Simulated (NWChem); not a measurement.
Molecule: GeSiH₃F, singlet; SMILES [SiH3][Ge][F]

Low-valent species are run as closed-shell singlets; no triplet was tried in these runs.

Give the equilibrium geometry at PBE0/def2-SVP (NWChem) as a list of bonds and angles, with the point group.

point group Cs; any orientation.
Bond lengths (Å): Ge1–F2 1.766, Ge1–Si3 2.499, Si3–H4 1.500, Si3–H5 1.500, Si3–H6 1.499. Angles (°): F2–Ge1–Si3 91.5, Ge1–Si3–H4 109.0, Ge1–Si3–H5 109.0, Ge1–Si3–H6 114.1, H4–Si3–H5 108.0, H4–Si3–H6 108.3, H5–Si3–H6 108.3.
